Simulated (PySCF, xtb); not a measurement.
CH6MoN2O, SMILES [CH3][Mo](=[NH])(=[NH])[OH], multiplicity 1. Other conformers were not sampled.

Harmonic wavenumbers (cm⁻¹) from GFN2-xTB (xtb) at its own minimum, in rising order: 112, 150, 168, 188, 200, 256, 357, 461, 476, 503, 546, 589, 624, 648, 670, 685, 952, 1004, 1267, 1463, 1475, 2895, 2900, 2949, 3384, 3389, 3589.

What does PBE0-D3(BJ)/def2-SVP (PySCF 2.14.0) give at its own minimum? (The exact figures need the calculation; the answer reports its results.)

166, 173, 214, 219, 239, 265, 317, 393, 540, 576, 616, 635, 656, 737, 753, 762, 1012, 1042, 1191, 1403, 1411, 3046, 3157, 3178, 3626, 3649, 3918. Paired by order, the mean absolute difference is 97 cm⁻¹ and the zero-point energies are 45.6 and 48.5 kcal/mol.
